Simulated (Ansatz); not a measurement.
Harmonic frequencies (cm⁻¹) at PBE0-D4/def2-TZVP from Ansatz: 297, 329, 537, 551, 577, 611, 635, 820, 873, 987, 1165, 1702, 2162, 2164, 3234.

Which molecule is it?
A. `F[C]1=[CH][GeH2]1`
B. `[NH2][Sn]([F])([F])[SeH]`
C. `C#[C][GeH2][F]`
D. `FC#[C][GeH3]`

A.
